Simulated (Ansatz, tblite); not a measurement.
Isomers of Ag4F3⁺ (singlet), found by a short tight-binding search and relaxed with r2SCAN-D4/def2-SVP in Ansatz.

In the def2 sets Ag takes a core potential; there is no spin–orbit coupling. The xTB rows come from tblite. B3LYP takes the VWN-RPA correlation. HSE06 is defined as in plane-wave codes, on full-range PBE exchange. Correlated methods freeze 3 core orbitals; core or outer-core shells of Ag are correlated, in sets that lack core-valence functions.

A: At B2PLYP/def2-TZVP the test of the restricted singlet for broken spin symmetry was undecided. B: At B2PLYP/def2-TZVP the test of the restricted singlet for broken spin symmetry was undecided. C: At B2PLYP/def2-TZVP the test of the restricted singlet for broken spin symmetry was undecided. D: At B2PLYP/def2-TZVP the test of the restricted singlet for broken spin symmetry was undecided.

Other spin states weren't relaxed.

A:

```xyz
7

Ag   -1.5453    0.8998   -1.5378
Ag    1.6394   -1.3484   -1.0325
Ag    0.7824    1.2447    0.6118
Ag   -1.0452   -1.0666    1.8254
F     0.6386    0.5394   -1.6157
F     1.0387   -1.0357    1.0762
F    -1.5086    0.7667    0.6725
```

B:

Cartesian coordinates in Å:
```
Ag -0.129 0.709 -0.033
Ag 2.506 -0.772 -0.339
Ag 0.665 -0.982 2.362
Ag -3.539 1.193 -2.317
F -1.842 0.898 -1.182
F 1.632 0.740 1.169
F 0.706 -1.787 0.340
```

C:

Cartesian coordinates in Å:
```
Ag -1.0221 -1.7046 0.0026
Ag 2.7623 5.3572 0.1381
Ag 0.5743 1.8937 0.1822
Ag -2.1062 -5.6344 -0.4099
F 1.8580 3.5118 0.0767
F -1.3514 -3.7258 -0.2861
F -0.7149 0.3022 0.2964
```

D:

```
atom    x (Å)    y (Å)    z (Å)
 Ag1  -2.0659  -3.3900  -0.2095
 Ag2   1.2150   2.0043   0.1242
 Ag3  -1.2594   0.5907   0.3522
 Ag4   1.1310  -0.8131  -0.3662
  F5  -0.7442   2.5956   0.6132
  F6   2.6762   0.5888  -0.4143
  F7  -0.9526  -1.5763  -0.0995
```

Question: Estimate their order by electronic energy at B2PLYP/def2-TZVP, counted from the lowest.

Answer: C (0.00) < A (0.11) < D (0.50) < B (0.52), in eV. Gaps under about 2 kJ/mol are ties within the noise of geometry and basis.

Question: Do the other levels pick the same lowest one?

Answer: Not GFN1-xTB, GFN2-xTB, HF/def2-TZVP, PBE-D4/def2-SVP, r2SCAN-D4/def2-TZVP, B3LYP-D4/def2-TZVP, PBE0-D4/def2-SVP, PBE0-D4/def2-TZVP, HSE06-D4/def2-TZVP, RPA@PBE/def2-TZVP. Energies above each level's lowest (eV):

| level | A | B | C | D |
| --- | --- | --- | --- | --- |
| GFN1-xTB | 0.00 | 0.47 | 0.43 | 1.00 |
| GFN2-xTB | 0.00 | 0.34 | 0.16 | 0.48 |
| HF/def2-TZVP | 0.00 | 0.65 | 0.06 | 1.31 |
| PBE-D4/def2-SVP | 0.00 | 0.33 | 0.07 | 0.03 |
| PBE-D4/def2-TZVP | 0.06 | 0.35 | 0.00 | 0.03 |
| r2SCAN-D4/def2-TZVP | 0.00 | 0.36 | 0.10 | 0.05 |
| B3LYP-D4/def2-TZVP | 0.00 | 0.46 | 0.01 | 0.36 |
| PBE0-D4/def2-SVP | 0.00 | 0.47 | 0.14 | 0.40 |
| PBE0-D4/def2-TZVP | 0.00 | 0.43 | 0.02 | 0.35 |
| HSE06-D4/def2-TZVP | 0.00 | 0.42 | 0.00 | 0.34 |
| B2PLYP/def2-TZVP | 0.11 | 0.52 | 0.00 | 0.50 |
| RPA@PBE/def2-TZVP | 0.00 | 0.44 | 0.05 | 0.40 |
| MP2/def2-TZVP | 0.00 | 0.48 | 0.00 | 0.51 |
Point groups (tolerance 0.1 Å): A C3v, B Cs, C C2v, D C2v. Lower isomers may exist. From def2-SVP to def2-TZVP the PBE0 values move by up to 0.12 eV, so results in the small set are rough.
